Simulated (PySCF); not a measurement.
(3Z)-4-fluoropenta-1,3-diene (C₅H₇F), SMILES C=C/C=C(/C)F. Atoms are numbered in the order given.

```xyz
13

C     -0.2431     2.7744     0.0000
C      0.2650     1.5333     0.0000
C     -0.5325     0.3229     0.0000
C     -0.0236    -0.9190     0.0000
C     -0.7580    -2.2062     0.0000
F      1.3065    -1.0888     0.0000
H     -1.3235     2.9492     0.0000
H      0.4046     3.6538     0.0000
H      1.3511     1.3963     0.0000
H     -1.6217     0.4146     0.0000
H     -0.4869    -2.8029    -0.8863
H     -1.8424    -2.0414     0.0000
H     -0.4869    -2.8029     0.8863
```
Charge 0, spin multiplicity 1.

Coordinates come from a PBE0-D3(BJ)/def2-SVP optimisation. Other conformers were not sampled.

The numbers are results of PySCF with PBE/def2-TZVP, not measurements.

Gas-phase values at a fixed geometry.

Computed frontier levels, gap, dipole moment and polarisability:
```json
{
  "highest_occupied_level": "-5.39 eV",
  "lowest_empty_level": "-1.59 eV",
  "orbital_gap": "3.80 eV",
  "dipole_moment": "1.50 D",
  "quadrupole, principal values (traceless, Buckingham form, about the centre of nuclear charge)": "-4.48, -1.00, 5.48 D·Å",
  "mean_static_polarisability": "70.3 bohr³ (10.41 Å³)",
  "polarisability_principal_values": "41.5, 55.8, 113.4 bohr³"
}
```
